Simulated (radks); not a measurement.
Neutral rhodium, configuration [Kr] 4d8 5s1.

All-electron calculation, scalar-relativistic Kohn-Sham, PBE, spin-polarised, spherical densities, point nucleus; open shells are filled with parallel spins first (spin-orbit coupling, left out, can overturn this in heavy ions). Program: a radial shooting solver on a logarithmic mesh with Libxc functionals.

Energy parts (eV):
total: -130183.476
kinetic: 134826.578
electron-nucleus: -314240.878
Hartree: 53000.747
exchange-correlation: -3769.922

Orbitals (lengths in bohr, moments of r in powers of bohr; r(90%) holds 90 % of the orbital's charge):
| orbital | occ. | eigenvalue (eV) | r(90%) | <r^2> | <1/r> |
|---|---|---|---|---|---|
| 1s up | 1 | -23038.76 | 0.0585 | 0.001438 | 47.05 |
| 1s down | 1 | -23038.74 | 0.0585 | 0.001438 | 47.05 |
| 2s up | 1 | -3340.054 | 0.219 | 0.02374 | 10.65 |
| 2s down | 1 | -3339.766 | 0.219 | 0.02374 | 10.65 |
| 2p up | 3 | -2993.265 | 0.201 | 0.01869 | 10.32 |
| 2p down | 3 | -2993.045 | 0.201 | 0.01869 | 10.32 |
| 3s up | 1 | -596.7766 | 0.576 | 0.1747 | 3.711 |
| 3s down | 1 | -596.6194 | 0.576 | 0.1746 | 3.710 |
| 3p up | 3 | -482.7895 | 0.588 | 0.1772 | 3.534 |
| 3p down | 3 | -482.6115 | 0.588 | 0.1772 | 3.534 |
| 3d up | 5 | -300.5852 | 0.588 | 0.1640 | 3.307 |
| 3d down | 5 | -300.3156 | 0.588 | 0.1639 | 3.307 |
| 4s up | 1 | -82.9707 | 1.43 | 1.091 | 1.399 |
| 4s down | 1 | -81.6889 | 1.42 | 1.087 | 1.402 |
| 4p up | 3 | -50.9357 | 1.61 | 1.346 | 1.249 |
| 4p down | 3 | -49.5680 | 1.60 | 1.340 | 1.253 |
| 4d up | 5 | -6.5200 | 2.60 | 3.150 | 0.8641 |
| 4d down | 3 | -5.0155 | 2.63 | 3.215 | 0.8639 |
| 5s up | 1 | -4.7617 | 4.92 | 12.16 | 0.3956 |
| 5s down | 0 | -3.5424 | 5.17 | 13.27 | 0.3806 |
| 5p up | 0 | -1.1174 | 7.98 | 30.18 | 0.2561 |

The highest occupied level is 5s up at -4.762 eV. Summed over all electrons, <r^2> = 51.00 bohr^2, which gives a Langevin (diamagnetic) susceptibility term of -40.4 x 10^-6 cm^3/mol. The density falls to 0.001 e/bohr^3 at r = 4.39 bohr.
